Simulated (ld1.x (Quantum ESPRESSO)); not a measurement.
## Configuration tests for Pd (TM)

```
Element                 : palladium (Pd)
Generator               : ld1.x (Quantum ESPRESSO) 7.5
Type                    : norm-conserving Troullier–Martins (Kleinman–Bylander form)
Functional              : PBEsol
Relativity              : scalar-relativistic
Frozen core             : [Ar] 3d10
Valence charge          : 18
Reference configuration : 4s2 4p6 4d10 5s0
Partial waves           : 4p (bound): rc 1.10 bohr; 4d (bound): rc 1.25 bohr; 4s (bound): rc 1.15 bohr
Local potential         : the s channel
Core correction         : none
```

Energies are relative to the spin-unpolarised reference configuration 4s2 4p6 4d10 5s0; without spin polarisation the order of configurations can differ from experiment.

```tsv
valence configuration	charge	ΔE all-electron (eV)	error AE − PS (meV)
4s2 4p6 4d9 5s0	+1	9.120	+1.6
4s2 4p6 4d8 5s0	+2	29.938	+8.7
4s2 4p6 4d9.5 5s0	+0.5	3.236	+0.5
4s2 4p6 4d9 5s1	0	1.511	+204
4s2 4p5 4d10 5s0	+1	57.113	-23
```

Q: What are ΔE and the potential's error for 4s2 4p6 4d6 5s0?

A: ΔE = 113.610 eV all-electron; the error (AE − PS) is +74 meV.

Q: What are ΔE and the potential's error for 4s2 4p6 4d7 5s0?

A: ΔE = 64.286 eV all-electron; the error (AE − PS) is +29 meV.

Levels in the configuration 4s2 4p6 4d6 5s0:

```
level  all-electron (eV)  pseudo (eV)
   4s           -142.989     -142.852
   4p           -108.078     -107.963
   4d            -57.239      -57.170
```

ld1.x printed “convergence not achieved” for 6 of the counted tests; their residual had stalled under 1e-8, short of the target of 1e-14.
